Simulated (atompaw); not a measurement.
Pseudopotential generation for bromine (Br): PAW (atompaw), LDA (PW92), scalar-relativistic.

atompaw 4.2.0.5 input, output lines left out:

```
Br 35
LDA-PW scalarrelativistic loggrid 1500 logderivrange -8 5 326
4 4 3 0 0 0
4 1 4
0 0 0
c
c
c
v
c
c
v
v
2
1.50 1.25 1.35 1.35
y
-0.5
n
y
-0.4
n
y
-3.85
n
custom rrkj gramschmidtortho besselshape
3 0 troulliermartins
1.50
1.50
1.30
1.50
0.60
0.60
```

Results:

- Cutoffs needed: over 300 Ry and over 300 Ry (the cutoffs (Ry, on a coarse ladder) from which the occupation-weighted sum of valence levels, in a spherical-Bessel basis at the reference potential, stays within 10 and 1 mRy of its value at 400 Ry)
- Ghost test: no extra level below or beside the all-electron valence levels (s, p, d, f tested) (spherical-Bessel basis up to 400 Ry, 20 bohr box)
- Lowest eigenvalue of the overlap operator: 0.04 (p channel)
- Overlap eigenvalues printed by atompaw (projector basis): 0.218, 0.675, 0.684, 1.43, 3.66, 4.68
- Share of each valence orbital outside the PAW sphere: 4s 55 %, 4p 71 %, 3d 1 %

Generation and tests took about 8.1 s on one core of a shared server CPU.
